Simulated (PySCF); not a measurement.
Gas-phase reaction: 3 SnF₂ + S + 3 O₂ = 3 SnO₂ + SF₆

Method: PySCF energies plus ideal-gas RRHO corrections (1 bar). † marks an energy on the PBE0/def2-TZVP geometry and frequencies. CCSD(T) freezes the core. Open shells (unrestricted): S (multiplicity 3, electronic degeneracy 9), O₂ (multiplicity 3); the rest are closed-shell singlets. Spin-orbit splitting is ignored; it lowers the true energy and changes the entropy of S. Sn: scalar-relativistic def2 core potential, no spin-orbit coupling. SnO₂: computed as isolated molecules; such fragments, hydroxides, amides, oligomers or adducts are transient or little studied in the gas. CCSD(T) isn't extrapolated to the basis-set limit; its ΔH°(298 K) is 573.4 kJ in def2-SVP and 197.2 kJ in def2-TZVPP. The harmonic model lacks anharmonicity and excited electronic states, which grow with temperature; levels with a mode under 35 cm⁻¹ are left out. Warning, large T1 diagnostic: SnO₂ (CCSD(T)/def2-SVP†).

ΔH° and ΔS° at 298 K: BLYP/def2-TZVP† 307 kJ, -572 J/K; CCSD(T)/def2-SVP† 573 kJ, -572 J/K; HF/def2-TZVP† 968 kJ, -572 J/K.

**Question.** With the heat capacities included, give log10 K (1 bar) at 800, 1000, 1200, 1600, 1800 K from BLYP/def2-TZVP†, CCSD(T)/def2-SVP†, HF/def2-TZVP†.

**Answer.** 
```csv
T (K),BLYP/def2-TZVP†,CCSD(T)/def2-SVP†,HF/def2-TZVP†
800,-49.7,-67.1,-92.9
1000,-45.6,-59.5,-80.1
1200,-42.7,-54.3,-71.5
1600,-39.0,-47.7,-60.6
1800,-37.8,-45.5,-57.0
```
